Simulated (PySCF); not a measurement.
Numbering as in the mapped SMILES `[CH3:1][O:2][C:3]([CH3:4])=[C:5]=[P:6][CH2:7][PH2:8]`; H(Xn) means a hydrogen on atom n.

- PBE0/pcSseg-1 with gauge-including orbitals
- geometry: GFN2-xTB
- code: PySCF 2.14.0 with density-fitted response routines
- fast rotation and ring inversion assumed for equivalent nuclei, no solvent, relativity neglected, single conformer

Chemical shifts δ = σref − σ; 13C (186.93 ppm) vs TMS, all at this level.

**Question.** Do the 13C shifts follow the atomic charges (in e)? Tabulate both.

**Answer.** 
```csv
atoms,hybridisation,δ (ppm),σ para (ppm),Hirshfeld,IAO,Mulliken,ESP-fitted
C5,sp,265.5,-344,-0.13,-0.38,-0.32,-0.25
C3,sp2,159.5,-232,+0.08,+0.20,+0.08,+0.47
C1,sp3,55.0,-111,-0.03,-0.21,-0.03,-0.18
C4,sp3,18.8,-84,-0.11,-0.44,-0.25,-0.56
C7,sp3,17.5,-88,-0.16,-0.62,-0.68,+0.15
```

Correlation coefficients of δ with charge over these carbons: Hirshfeld +0.18, IAO +0.38, Mulliken +0.27, ESP-fitted +0.17; with the paramagnetic shielding -1.00. With so few points, grouped by hybridisation, these coefficients are fragile. Charge is one influence among several: hybridisation and low-lying excitations act through the paramagnetic term.

Shifts are as computed. Against solution values, carbons near 30 ppm lie about +3 ppm off and those near 130 ppm about +5 ppm. Of 1211 compounds with measured shifts, 218 miss one by over three times the rms of a fit or turn the order of signals round; such compounds aren't used in these exercises.
